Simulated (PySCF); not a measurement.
## Radial density of Sn⁺ (tin, charge +1)

TPSS, [Kr] 4d10 5s2 5p1, 2P determinant. All numbers are calculated (PySCF 2.14, a scalar-relativistic core potential, in cc-pVTZ-PP with ECP28MDF). This is the valence pseudo-density: the core potential removes the inner electrons and smooths the orbitals near the nucleus.

| r (bohr) | 4πr²ρ (e/bohr) | 4πr²(ρα − ρβ) |
| --- | --- | --- |
| 0.00444 | 1.453e-05 | 0.0000 |
| 0.00747 | 3.817e-05 | 0.0000 |
| 0.0126 | 8.987e-05 | 0.0000 |
| 0.0211 | 0.0001778 | 0.0000 |
| 0.0356 | 0.0003162 | 0.0000 |
| 0.0598 | 0.0006074 | 0.0000 |
| 0.101 | 0.002836 | 0.0000 |
| 0.169 | 0.03157 | 0.0001 |
| 0.285 | 0.5452 | 0.0014 |
| 0.479 | 8.007 | 0.0288 |
| 0.805 | 22.84 | 0.0307 |
| 1.35 | 8.727 | 0.0646 |
| 2.28 | 2.089 | 0.4398 |
| 3.83 | 0.3547 | 0.1930 |
| 6.45 | 0.01033 | 0.0082 |
| 10.8 | 8.737e-05 | 0.0001 |

Energies and moments cover only the electrons outside the core potential.
